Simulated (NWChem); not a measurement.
Species: BCl cation, doublet; SMILES of the neutral closed-shell parent ClB

```xyz
2

B      0.0000     0.0000    -1.2134
Cl     0.0000     0.0000     0.3903
```
Atoms are numbered in this order, from 1.

Results from NWChem. Spin-unrestricted. Structure relaxed at the PBE0/def2-SVP, spin-unrestricted level. The spin multiplicity was typed, not searched, and may not be the lowest. No stability test was run on the SCF state. Vzz is the largest principal value of the second derivative of the potential at the nucleus (NWChem prints the opposite sign); η is the asymmetry. Non-relativistic.

For level CAM-B3LYP/cc-pVTZ:

- Vzz B1 (a.u.) = -0.420

Question: How do the values read with level PBE/def2-TZVP instead?

Answer: 
- Vzz B1 (a.u.) = -0.370
